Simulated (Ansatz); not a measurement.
`NC1[SiH2][SiH2]1` + H₂ → `C1[SiH2][SiH2]1` + NH₃ at 500 K and 1 bar (hydrogenolysis of a C–N bond).

Isolated molecules relaxed with PBE0-D4/def2-TZVP in Ansatz; ΔE leaves out vibrations. CBS: MP2 limit from def2 TZ/QZ plus the TZ coupled-cluster correction, frozen cores. This one scheme is used for every species. One conformer a species, not always the lowest.

```json
{"species": "`NC1[SiH2][SiH2]1`", "CCSD(T)/CBS energy (Eh)": "-675.05886", "H − E (kJ/mol)": "247.5", "S (J/(mol·K))": "396.2"}
{"species": "H₂", "CCSD(T)/CBS energy (Eh)": "-1.17544", "H − E (kJ/mol)": "41.0", "S (J/(mol·K))": "145.5"}
{"species": "`C1[SiH2][SiH2]1`", "CCSD(T)/CBS energy (Eh)": "-619.77066", "H − E (kJ/mol)": "192.4", "S (J/(mol·K))": "344.0"}
{"species": "NH₃", "CCSD(T)/CBS energy (Eh)": "-56.50880", "H − E (kJ/mol)": "108.2", "S (J/(mol·K))": "211.8"}
```

H − E and S are ideal-gas, rigid-rotor, harmonic terms from PBE0-D4/def2-TZVP, for one conformer and one mirror image of each species. The MP2-based limit puts H₂ 0.8 mEh under its directly extrapolated value; such offsets cancel only in part. 1 Eh = 2625.50 kJ/mol, R = 8.31446 J/(mol·K).

Question: By hand: ΔE, ΔH, ΔS and ΔG.

Answer: ΔE = (-619.77066) + (-56.50880) − (-675.05886) − (-1.17544) = -0.04516 Eh = -118.6 kJ/mol. Δ(H − E) = 192.4 + 108.2 − 247.5 − 41.0 = 12.1, so ΔH = -106.5 kJ/mol. ΔS = 344.0 + 211.8 − 396.2 − 145.5 = 14.1 J/(mol·K). ΔG = -106.5 − 500 × (14.1)/1000 = -113.5 kJ/mol.

Question: By hand: the equilibrium constant, and the temperature at which ΔG would vanish if ΔH and ΔS stayed fixed.

Answer: log₁₀ K = −ΔG/(RT ln 10) = 11.9. ΔH and −TΔS have one sign here, so there is no such temperature.

The number of gas molecules stays the same, so ΔS is small and ΔH decides. A doubt of 5 kJ/mol in ΔE shifts log₁₀ K by 0.5 here. Other conformers and mirror images would add mixing entropy, several J/(mol·K) or more a flexible species. These are equilibria of isolated gas molecules and say nothing of rates. Largest T1 diagnostic: 0.013 (customary marks: 0.02 for closed shells, 0.045 for open ones).
